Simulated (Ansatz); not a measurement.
Cost and result for the atomization energy of `CN([SiH2]O)[SiH2]F` (14 atoms, 13 bonds).

```
atom    x (Å)    y (Å)    z (Å)
  C1  -0.6492   1.2840  -1.0012
  N2  -0.2495   0.2249  -0.0756
 Si3  -0.0439  -1.3724  -0.7132
  O4   0.9199  -2.2253   0.3057
 Si5   0.1657   0.5735   1.5442
  F6   1.7600   0.5472   1.7566
  H7  -1.6712   1.1369  -1.3648
  H8  -0.6171   2.2577  -0.5081
  H9   0.0152   1.3274  -1.8703
 H10   0.5253  -1.2220  -2.0817
 H11  -1.3083  -2.1421  -0.7784
 H12   1.8109  -1.9020   0.4560
 H13  -0.3676  -0.4375   2.4805
 H14  -0.2902   1.9496   1.8503
```

Total charge 0; spin multiplicity 1. All single points use the PBE0-D4/def2-TZVP geometry. It is one conformer, not always the lowest. Program: Ansatz. All runs use 2 threads of an AMD EPYC 7R13 on a shared host and a share of an NVIDIA H100 80 GB. Times are those of one run each, without the atoms' runs, and a repeat can differ threefold. Electronic energies, without spin–orbit coupling; frozen cores. CCSD(T)/CBS adds CCSD(T) − MP2 in def2-TZVPP to the MP2 limit, and its time is that of the two runs behind it. T1 = 0.011. B3LYP takes the VWN-RPA correlation (the form of Gaussian; ORCA's B3LYP/G).

CCSD(T)/CBS is a level of theory with its own doubt, some kJ/mol a heavy atom from the limit and from the frozen cores, so smaller differences don't rank the functionals.

```json
{"level": "r2SCAN-D4/def2-TZVPP (with forces)", "functions": "320", "wall time": "2.3 s"}
{"level": "B2PLYP/def2-TZVPP", "functions": "320", "wall time": "2.6 s"}
{"level": "PBE0-D4/def2-TZVPP", "functions": "320", "wall time": "2.7 s"}
{"level": "PBE-D4/def2-TZVPP (with forces)", "functions": "320", "wall time": "3.2 s"}
{"level": "B3LYP-D4/def2-TZVPP (with forces)", "functions": "320", "wall time": "3.4 s"}
{"level": "ωB97X-V/def2-TZVPP", "functions": "320", "wall time": "4.2 s"}
{"level": "MP2/def2-QZVPP", "functions": "608", "wall time": "4.4 s"}
{"level": "ωB97M-V/def2-TZVPP (with forces)", "functions": "320", "wall time": "5.5 s"}
{"level": "CCSD(T)/def2-TZVPP", "functions": "320", "wall time": "9.5 s"}
{"level": "CCSD(T)/CBS(def2)", "functions": "–", "wall time": "14 s"}
```

(1) What atomization energy does each give, and how far from CCSD(T)/CBS? (Best estimate.)

## Answers

(1) Computed: 
```csv
level,atomization (kcal/mol),difference from CCSD(T)/CBS,per bond
r2SCAN-D4/def2-TZVPP (with forces),1227.7,-7.6,-0.6
B2PLYP/def2-TZVPP,1216.9,-18.4,-1.4
PBE0-D4/def2-TZVPP,1218.8,-16.5,-1.3
PBE-D4/def2-TZVPP (with forces),1237.3,2.0,0.2
B3LYP-D4/def2-TZVPP (with forces),1229.5,-5.8,-0.4
ωB97X-V/def2-TZVPP,1236.8,1.5,0.1
MP2/def2-QZVPP,1240.1,4.8,0.4
ωB97M-V/def2-TZVPP (with forces),1235.0,-0.3,0.0
CCSD(T)/def2-TZVPP,1199.4,-35.9,-2.8
CCSD(T)/CBS(def2),1235.3,0.0,0.0
```

The D4 term adds +13.1 kcal/mol with B3LYP and +6.9 kcal/mol with PBE0; it sums over pairs of atoms, weighted by their polarisabilities, and B3LYP, whose exchange is more repulsive, gets the larger term. In def2-TZVPP, CCSD(T) changes the Hartree–Fock value by +300.2 kcal/mol (the triples alone add +15.7 kcal/mol) and MP2 by +319.1 kcal/mol; breaking electron pairs costs correlation energy, which Hartree–Fock lacks. From PBE to PBE0 (25 % exact exchange), in def2-TZVPP and without D4, the atomization energy moves by −17.3 kcal/mol: exact exchange takes away binding that semilocal exchange gives to molecules.
